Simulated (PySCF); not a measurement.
Q: What does the PBE0-D3(BJ)/def2-SVP structure of [TcO4]- (`[O]=[Tc-](=[O])(=[O])=[O]`) look like in three dimensions? (Charge -1 and singlet state.)

A: 
```
atom  x, y, z in Å
Tc1    0.0144   -0.0220   -0.0124
O2     0.0285   -0.0416    1.6862
O3     1.6112   -0.0408   -0.5902
O4    -0.7681    1.3842   -0.5570
O5    -0.8112   -1.3903   -0.5887
```

Orientation and origin are arbitrary. Atoms count from 1 in this order. All 4 O–Tc bonds measure 1.698 to 1.699 Å. Tc1 (technetium bonded to 4 O) is tetrahedral (angles from 109.4° to 109.5°).

Bonds between heavy atoms (Å): Tc1–O2 1.699, Tc1–O3 1.698, Tc1–O4 1.699, Tc1–O5 1.699.

The calculation used PySCF 2.14.0, PBE0-D3(BJ)/def2-SVP geometry optimisation, gas phase, def2 core potentials past Kr.

Point group: Td (every atom within 0.08 Å of its image). Not checked by PBE0-D3(BJ)/def2-SVP frequencies.

On an Arm Neoverse V2 with one thread, on a shared host, this took 17 s wall and 0.34 GiB of memory at its peak. These figures are those of the optimisation.
